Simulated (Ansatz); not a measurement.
Consider the substitution at a C–C bond: `C#CCBCC` + `CC=N` → `C#C/N=C\C` + `CBCC`.

Program: Ansatz. Geometries: PBE0-D4/def2-TZVP. ΔE: electronic, gas phase. CCSD(T)/CBS adds triple-zeta CCSD(T) − MP2 to the extrapolated MP2 energy (def2 sets, frozen cores). DFT in def2-TZVPP. Each species was taken in one conformer, which may not be the lowest.

`C#CCBCC`:

Cartesian coordinates in Å:
```
C -0.352 -1.276 2.363
C -0.337 -1.449 1.172
C -0.192 -1.535 -0.269
B 0.969 -0.469 -0.385
C 0.717 1.051 -0.613
C -0.719 1.554 -0.662
H -0.395 -1.154 3.420
H 0.091 -2.548 -0.564
H -1.126 -1.255 -0.762
H 2.094 -0.861 -0.247
H 1.238 1.280 -1.558
H 1.303 1.610 0.128
H -1.283 1.080 -1.469
H -1.243 1.338 0.272
H -0.766 2.633 -0.825
```

`CC=N`:

Cartesian coordinates in Å:
```
C -0.486 -0.587 0.303
C 0.055 0.715 -0.190
N 1.213 0.955 -0.633
H -1.362 -0.879 -0.284
H 0.260 -1.381 0.245
H -0.822 -0.489 1.340
H -0.644 1.558 -0.160
H 1.786 0.108 -0.620
```

`C#C/N=C\C`:

```xyz
10

C     2.105   -0.054    1.307
C     1.404   -0.445    0.408
N     0.727   -0.961   -0.615
C    -0.443   -0.560   -0.921
C    -1.238    0.494   -0.244
H     2.723    0.293    2.100
H    -0.900   -1.056   -1.779
H    -0.700    0.924    0.600
H    -1.488    1.286   -0.957
H    -2.189    0.078    0.103
```

`CBCC`:

```xyz
13

C    -0.577    0.414    1.599
B     0.088    1.044    0.340
C     0.470    0.268   -0.960
C     0.203   -1.229   -1.025
H    -1.635    0.720    1.569
H    -0.193    0.834    2.534
H    -0.559   -0.676    1.651
H     0.296    2.231    0.344
H     1.535    0.481   -1.141
H    -0.020    0.789   -1.796
H     0.742   -1.765   -0.240
H     0.509   -1.659   -1.982
H    -0.859   -1.451   -0.893
```

Problem. Is it downhill or uphill in electronic energy at CCSD(T)/CBS, and by how much? (Best estimate.)

Solution. Ansatz gave: Uphill: ΔE = +5.3 kcal/mol.

Problem. What do these levels give: PBE, HF/def2-TZVPP, MP2/def2-TZVPP, CCSD/def2-TZVPP, CCSD(T)/def2-TZVPP, CCSD/CBS(def2)? (Estimate.)

Solution. The calculation gave: PBE 0.1, HF/def2-TZVPP 4.4, MP2/def2-TZVPP 5.3, CCSD/def2-TZVPP 5.7, CCSD(T)/def2-TZVPP 5.3, CCSD/CBS(def2) 5.7 kcal/mol.

Largest T1 diagnostic among the species: 0.014.

From PBE to PBE0 (25 % exact exchange), in def2-TZVPP and without D4, ΔE moves by +1.5 kcal/mol. In def2-TZVPP, CCSD(T) changes the Hartree–Fock value by +0.9 kcal/mol (the triples alone add −0.4 kcal/mol) and MP2 by +0.9 kcal/mol.
